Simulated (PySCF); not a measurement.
**A survey of ¹⁹F NMR shifts**

- σ from GIAO-PBE0/pcSseg-1
- structure optimised with GFN2-xTB
- code: PySCF
- relativity neglected, in vacuum, fast rotation and ring inversion assumed for equivalent nuclei, a single conformation

Shieldings were converted by a linear fit to measured shifts: ¹⁹F (scatter 6.0 ppm rms, 7.0 ppm with the 5 outliers that the fit left out vs CFCl3, solution or neat liquid, with a term for F on sp3 carbon). A few per cent of atoms miss by over 2 rms, more outside the fitted compound classes.

Q: Give the ¹⁹F shifts of `CSCC#CCF`, `FC(F)[Si@@H]1C[C@H](C[SiH3])[SiH2]1`, `C[C@@]1(F)CCOC1`.

A: 
```json
{"compound": "CSCC#CCF", "environment": "fluorine on an sp3 carbon", "δ (ppm)": "-216.7"}
{"compound": "[F:1][CH:2]([F:3])[Si@@H:4]1[CH2:5][C@H:6]([CH2:7][SiH3:8])[SiH2:9]1", "environment": "F1: fluorine of a CF2 group", "δ (ppm)": "-128.6"}
{"compound": "[F:1][CH:2]([F:3])[Si@@H:4]1[CH2:5][C@H:6]([CH2:7][SiH3:8])[SiH2:9]1", "environment": "F3: fluorine of a CF2 group", "δ (ppm)": "-129.2"}
{"compound": "C[C@@]1(F)CCOC1", "environment": "fluorine on an sp3 carbon", "δ (ppm)": "-145.2"}
```

Q: Match the shifts -58.5, -70.5, -150.8, -167.3, -206.2, -230.2 ppm to `FC[C@H]1CCCO1`, `CN(C)[Si@H](N)/C(F)=C\[SiH3]`, `F[C@@H]1CN([SiH3])C[C@H]1N[SiH3]`, `CN(C)[Si@H](N)/C(F)=C/[SiH3]`, `C/C(=C/CO)CF`, `C=CC[C@]1(F)CS1`.

A: -58.5: CN(C)[Si@H](N)/C(F)=C\[SiH3] (vinylic fluorine); -70.5: CN(C)[Si@H](N)/C(F)=C/[SiH3] (vinylic fluorine); -150.8: C=CC[C@]1(F)CS1 (fluorine on an sp3 carbon); -167.3: F[C@@H]1CN([SiH3])C[C@H]1N[SiH3] (fluorine on an sp3 carbon); -206.2: C/C(=C/CO)CF (fluorine on an sp3 carbon); -230.2: FC[C@H]1CCCO1 (fluorine on an sp3 carbon).
